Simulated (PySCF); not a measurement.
Compound: FeF2 (quintet state).
Bonds: Fe1–F2, Fe1–F3.

Method: PySCF 2.14.0, PBE0-D3(BJ)/def2-SVP geometry optimisation, gas phase; unrestricted, density fitting, grid level 1; the optimiser is geomeTRIC in internal coordinates, started from a GFN2-xTB structure with every atom displaced at random (about 0.03 Å).

Step 0: E = -39802.2267 eV
```
atom  x, y, z in Å  |  force x, y, z in eV/Å
Fe1    -0.5142   -0.4074    0.0049    1.531   1.124  -0.532
F2      0.2598    0.1361    1.5066   -0.643  -0.469   0.072
F3      0.2380    0.1741   -1.5314   -0.888  -0.655   0.460
```

Question: Estimate the geometry and energy of step 1. (The exact step hangs on the optimiser's Hessian estimate; all steps are aligned on step 0, rigid shifts and turns removed.)

Answer: E = -39802.4652 eV, largest force 1.224 eV/Å
```
atom  x, y, z in Å  |  force x, y, z in eV/Å
Fe1    -0.4303   -0.3455   -0.0044    0.980   0.723  -0.125
F2      0.2202    0.1058    1.5691   -0.464  -0.349   0.195
F3      0.1938    0.1425   -1.5846   -0.516  -0.375  -0.069
```

The energy changes by -0.2385 eV. The first-order estimate −F·Δx gives -0.2827 eV and the mean of the old and new forces, exact on a quadratic surface, -0.2451 eV. The step makes an angle of 40° with the force vector and moves no atom by more than 0.105 Å.

What follows is the cost of the whole optimisation. Hardware: one thread, Arm Neoverse N1 (aarch64), shared host with 64 logical CPUs at a one-minute load of 58. Cost: 54 s wall, 0.26 GiB resident at most.
